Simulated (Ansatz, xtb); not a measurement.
F3H2PSi: where a starting geometry ends

The starting geometry of this gas-phase singlet has its atoms placed at random.

```xyz
7

F     2.1877    0.4402    0.5182
F    -0.1567   -1.1412    1.1521
F     1.0354   -0.3542    0.0268
P     0.4847    0.5341    1.6543
Si   -1.7911    0.8514    0.8132
H     0.2879    1.3550    0.1412
H     1.2345    1.3566    0.7186
```

Problem. One run relaxed it with r2SCAN-D4/def2-SVP. What is a likely outcome?

Solution. It loosens into F2HPSi + FH, which stay close as a complex. Contacts that open: F2–P4 (1.86 → 3.01 Å), P4–H7 (1.45 → 2.97 Å). Contacts that close: F1–H7 (1.34 → 0.93 Å), F2–Si5 (2.60 → 1.64 Å), F3–P4 (1.93 → 1.81 Å), P4–H6 (1.73 → 1.43 Å).

The energy falls by 13.95 eV over 48 steps:

```json
{"step": "1", "E − E(last) (eV)": "13.954"}
{"step": "6", "E − E(last) (eV)": "2.870"}
{"step": "11", "E − E(last) (eV)": "0.359"}
{"step": "17", "E − E(last) (eV)": "0.235"}
{"step": "22", "E − E(last) (eV)": "0.163"}
{"step": "27", "E − E(last) (eV)": "0.085"}
{"step": "32", "E − E(last) (eV)": "0.068"}
{"step": "38", "E − E(last) (eV)": "0.040"}
{"step": "43", "E − E(last) (eV)": "0.001"}
{"step": "48", "E − E(last) (eV)": "0.000"}
```

Final geometry (Å):

```xyz
7

F     1.9870    1.4979   -0.4492
F    -1.5191   -1.3738    0.6489
F     0.9430   -0.3806    1.0745
P     0.0019    0.7434    2.1436
Si   -0.8199   -0.0130    0.0590
H     0.6348    1.8855    1.5558
H     2.0548    0.6826   -0.0081
```

From the same start GFN2-xTB ends elsewhere, in pieces: F2HPSi + FH.

From so rough a start the end depends on the optimiser's path, so another program may land elsewhere. The end wasn't checked by frequencies. Run with Ansatz 0.2.0, 93 s on 1 thread of Intel(R) Xeon(R) 6975P-C (Granite Rapids) (shared host).
